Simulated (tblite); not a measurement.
Species: C7H9NOSi.
Atom-mapped SMILES: `[CH:1]#[C:2][C@@H:3]1[SiH2:4][CH2:5][CH2:6][O:7][C@@H:8]1[C:9]#[N:10]` (hydrogens: H11 on C1; H12 on C3; H13, H14 on Si4; H15, H16 on C5; H17, H18 on C6; H19 on C8)

Cartesian coordinates in Å at the GFN2-xTB level; atoms count from 1:
```
atom  x, y, z in Å
C1     3.3927    0.6432    0.2609
C2     2.2175    0.5584    0.4734
C3     0.7966    0.4587    0.6947
Si4    0.1622   -1.3532    0.6983
C5    -1.7156   -1.0711    0.5747
C6    -2.0141    0.0058   -0.4703
O7    -1.3716    1.2387   -0.2100
C8     0.0291    1.2577   -0.3886
C9     0.4347    0.7898   -1.7043
N10    0.7438    0.4002   -2.7338
H11    4.4244    0.7147    0.0883
H12    0.5585    0.9248    1.6580
H13    0.6730   -2.0631   -0.4748
H14    0.5445   -1.9946    1.9563
H15   -2.2488   -1.9790    0.2984
H16   -2.1155   -0.7438    1.5358
H17   -3.0786    0.2581   -0.4709
H18   -1.7438   -0.3584   -1.4714
H19    0.3011    2.3221   -0.3219
```

All values are computed: GFN2-xTB (tblite) harmonic vibrations without scaling, gas phase. This tight-binding method is rough: wavenumbers can miss measured ones by several per cent, in bad cases by 10 to 20. Modes of hydrogen on silicon can be 10 to 20 % off. One conformer, not necessarily the lowest.

Harmonic wavenumbers (cm⁻¹): 63.0, 94.6, 109.6, 127.9, 184.5, 226.8, 262.0, 322.5, 343.3, 367.3, 408.9, 465.3, 500.7, 541.0, 597.3, 616.9, 641.9, 654.2, 675.6, 713.8, 722.4, 764.3, 800.2, 870.9, 933.2, 983.1, 1033.9, 1041.9, 1055.9, 1092.9, 1129.8, 1155.3, 1200.7, 1215.9, 1255.8, 1279.1, 1297.5, 1342.8, 1461.3, 1475.3, 2281.0, 2283.8, 2287.1, 2400.6, 2879.6, 2891.0, 2912.7, 2960.2, 2979.9, 3006.5, 3401.6.

A = 1598, B = 1085, C = 834.3 MHz; mass 151.045 u (most abundant isotopes); point group C1, symmetry number 1.

Q: What is the zero-point energy?

A: ½Σν̃ = 30157 cm⁻¹ = 86.22 kcal/mol.

Q: What is S at 400 K and 1 bar for an ideal gas of classical rigid rotors and harmonic oscillators?

A: Translation 42.43, rotation 30.66, vibration 42.36: S = 115.5 cal/(mol K).

Q: And Cp and H(400 K) − H(0)?

A: Cp = 53.73 cal/(mol K), of which vibrations give 45.78 (their classical limit is 51 R = 101.3); H(400 K) − H(0) = 12.40 kcal/mol without the zero-point energy, 9.22 from vibrations.

Q: Blend soft modes into free rotors: weight 1/[1 + (100 cm⁻¹/ν̃)⁴] for the oscillator and the rest for a rotor with moment μB/(μ + B), μ = h/(8π²ν), B = 10⁻⁴⁴ kg m². What vibrational entropy results?

A: 40.17 cal/(mol K) in place of 42.36, which changes −T·S at 400 K by +0.88 kcal/mol.

Q: Which modes carry the vibrational entropy at 400 K?

A: 63.0 cm⁻¹: 4.94; 94.6 cm⁻¹: 4.14; 109.6 cm⁻¹: 3.85; 127.9 cm⁻¹: 3.55; 184.5 cm⁻¹: 2.84; 226.8 cm⁻¹: 2.45 cal/(mol K); the other 45 give 20.60 together.

Hindered rotation and anharmonicity are outside this model. Other conformers, if any are populated, would add a mixing term that is left out. The structure is chiral; the term R ln 2 for an equal mix with its mirror image is left out.
